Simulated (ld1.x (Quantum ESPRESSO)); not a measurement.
## arsenic: excitation energies, all-electron against TM semilocal

| Quantity | Value |
| --- | --- |
| Element | As (Z = 33) |
| Generator | ld1.x (Quantum ESPRESSO) 7.5 |
| Type | norm-conserving Troullier–Martins (semilocal form) |
| Functional | LDA (PZ) |
| Relativity | scalar-relativistic |
| Frozen core | [Ar] |
| Valence charge | 15 |
| Reference configuration | 3d10 4s2 4p1 (charge +2) |
| Partial waves | 4s (bound): rc 1.40 bohr; 3d (bound): rc 0.55 bohr; 4p (bound): rc 1.65 bohr |
| Local potential | the p channel |
| Core correction | a·sin(br)/r model core inside 0.30 bohr |

Energies are relative to the spin-unpolarised reference configuration 3d10 4s2 4p1; without spin polarisation the order of configurations can differ from experiment. Spin-polarised rows fill each open shell by Hund’s rule, majority spin first.

```tsv
valence configuration	charge	ΔE all-electron (eV)	error AE − PS (meV)
3d10 4s2 4p2	+1	-18.162	+5.1
3d10 4s2 4p0	+3	28.040	-2.3
3d10 4s2 4p3.3	-0.3	-28.766	+14
3d10 4s0 4p5	0	-8.282	-2.5
3d10 4s1 4p3	+1	-8.001	+1.2
3d10 4s2 4p1 (spin-polarised)	+2	-0.226	+2.2
3d10 4s2 4p3 (spin-polarised)	0	-28.812	+25
```

Task: What are ΔE and the potential's error for 3d10 4s2 4p3?

Result: ΔE = -27.488 eV all-electron; the error (AE − PS) is +12 meV.

Task: What are ΔE and the potential's error for 3d9 4s2 4p3?

Result: ΔE = 23.605 eV all-electron; the error (AE − PS) is -755 meV.

Levels in the configuration 3d10 4s2 4p2:

```tsv
level	all-electron (eV)	pseudo (eV)
3d	-50.676	-50.802
4s	-23.607	-23.613
4p	-13.545	-13.549
```
